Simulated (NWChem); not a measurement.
# ScCl2, doublet; SMILES [Sc]([Cl])[Cl]

```xyz
3

Sc     0.0000     0.0000     0.0000
Cl     0.0000     2.2818     0.0000
Cl     0.0000    -2.2818     0.0000
```
Atoms are numbered in this order, from 1.

This is a stationary point of PBE-D3(BJ)/def2-SVP, spin-unrestricted (NWChem), point group D*h. This spin state was assumed; another may lie lower.

Is it a minimum? If not, what does it relax to?

No. It has an imaginary frequency of 68i cm⁻¹. Following that mode (on a finer grid) lowers the energy by 3.7 kcal/mol and ends, with real frequencies alone, at point group C2v:
```xyz
3

Sc     0.2171     0.0000     0.6310
Cl    -0.1209     2.0131    -0.3514
Cl    -0.1209    -2.0131    -0.3514
```
